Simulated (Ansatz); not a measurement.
Which is lower?

The two ends of one reaction step of Si$_{4}$H$_{13}$O$_{2}$F, closed shell (PBE0-D4/def2-TZVP).

A:

| atom | x (Å) | y (Å) | z (Å) |
| --- | --- | --- | --- |
| Si1 | -0.6891 | -0.8556 | -0.5380 |
| Si2 | 1.5564 | -0.2331 | -0.8310 |
| Si3 | -1.4354 | -0.3087 | 1.6180 |
| Si4 | -0.9063 | -3.1594 | -0.9266 |
| F5 | -1.5895 | -0.1059 | -1.6625 |
| H6 | 0.1460 | 2.6081 | 0.0965 |
| O7 | -0.5842 | 1.9978 | -0.1071 |
| H8 | 1.7810 | 3.7132 | 1.4849 |
| O9 | 1.7380 | 3.3712 | 0.5883 |
| H10 | 2.4392 | -1.4050 | -1.0946 |
| H11 | 1.6920 | 0.7124 | -1.9724 |
| H12 | 2.0914 | 0.4342 | 0.3930 |
| H13 | -0.4007 | 0.4490 | 2.3691 |
| H14 | -2.6947 | 0.4748 | 1.5417 |
| H15 | -1.7141 | -1.5606 | 2.3819 |
| H16 | -2.3084 | -3.6277 | -0.7512 |
| H17 | -0.0485 | -3.8571 | 0.0734 |
| H18 | -0.4438 | -3.5434 | -2.2889 |
| H19 | -0.9665 | 2.2779 | -0.9413 |
| H20 | 2.3370 | 2.6180 | 0.5670 |

B:

```
20
angstrom
Si -1.5942 0.0548 -0.3879
Si 2.5966 -0.6866 0.1693
Si -0.9879 0.3146 1.8677
Si -0.9513 -1.9346 -1.4803
F -3.2051 0.0349 -0.4278
H -0.1346 2.6378 -0.1460
O -1.0845 1.3706 -1.2586
H 1.7924 0.3666 -0.5023
O 0.2319 2.9100 0.7060
H 1.6940 -1.7514 0.6739
H 3.5517 -1.2684 -0.8075
H 3.3414 -0.0845 1.3039
H -1.6441 1.4979 2.4703
H -1.5267 -0.9165 2.5182
H 0.4791 0.3225 2.0804
H -1.7800 -2.1022 -2.7075
H -1.1538 -3.1115 -0.5952
H 0.4779 -1.8810 -1.8907
H -1.2860 1.3975 -2.1964
H 1.1832 2.8295 0.6106
```

Computed with Ansatz 0.2.0 (basis: def2-TZVPP); correlated methods freeze the cores. B3LYP uses VWN-RPA correlation.

Q: Which structure is lower at CCSD(T), and by how much? (An estimate is asked for; the value comes from the calculation.)

A: The calculation gives: B, by 0.838 eV (electronic energy, against the other). By their contacts, A is a complex of Si₄H₉F ([F][Si]([SiH3])([SiH3])[SiH3]) + H₂O + H₂O and B is a complex of Si₃H₇OF ([OH][Si]([F])([SiH3])[SiH3]) + SiH₄ + H₂O.

All methods give the same order:

| method | E(B) − E(A) (eV) |
| --- | --- |
| SPW92 | -0.609 |
| PBE-D4 | -0.615 |
| BLYP-D4 | -0.813 |
| r2SCAN-D4 | -0.769 |
| B97M-V | -0.764 |
| PBE0-D4 | -0.671 |
| B3LYP-D4 | -0.846 |
| r2SCAN0-D4 | -0.790 |
| BHLYP-D4 | -0.913 |
| CAM-B3LYP-D4 | -0.912 |
| wB97X-V | -0.833 |
| wB97M-V | -0.857 |
| B2PLYP | -0.866 |
| PBE-QIDH | -0.762 |
| RPA on PBE | -0.865 |
| HF | -1.074 |
| MP2 | -0.870 |
| CCSD | -0.873 |
| CCSD(T) | -0.838 |

The T1 diagnostic stays at or below 0.013.

Labels in which every atom is bracketed show which atoms are joined, not bond orders.

For scale, one of the runs: CCSD(T)/def2-TZVPP, 443 basis functions, launched by `ansatz run in.yaml --threads 4 --pin off --events-out ev --progress --plain --max-ram 46080MiB --backend cuda --devices 0, --max-vram 37GiB`. Hardware: 4 CPU threads of an AMD EPYC 7R13 and a share of one NVIDIA H100, shared host. Wall time 27 s; peak host memory 1.1 GiB.
